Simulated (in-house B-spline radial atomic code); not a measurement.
A fraction x of an electron is removed from 2p in Ca, starting from [Ar] 4s2 and keeping the highest spin. Level of theory: scalar-relativistic (X2C) BP86, spin-polarised, spherical fractional occupations, Fermi nucleus of rms radius 3.4776 fm; calculated with a B-spline radial code for spherical atoms.

```tsv
x	E(x) - E(0) (eV)	2p down level (eV)
0	0.0000	-334.818
0.03	10.0641	-336.120
0.23	78.1631	-344.897
0.3	?	?
0.4	137.4384	-352.478
0.5	?	?
0.56	194.4120	-359.708
0.63	219.7032	-362.899
0.82	289.4825	-371.639
0.9	319.3620	-375.353
1	357.1303	-380.021
```

(1) What belongs in the row x = 0.3?

(2) What belongs in the row x = 0.5?

(3) Check Janak's theorem between x = 0.03 and 0.23.

Answers

(1) An energy change of 102.4145 eV; 2p down at -348.005 eV.

(2) An energy change of 172.9113 eV; 2p down at -356.986 eV.

(3) The slope of the energy is 340.50 eV; the orbital levels give 340.51 eV (-ε of the emptying orbital, averaged over the two points).
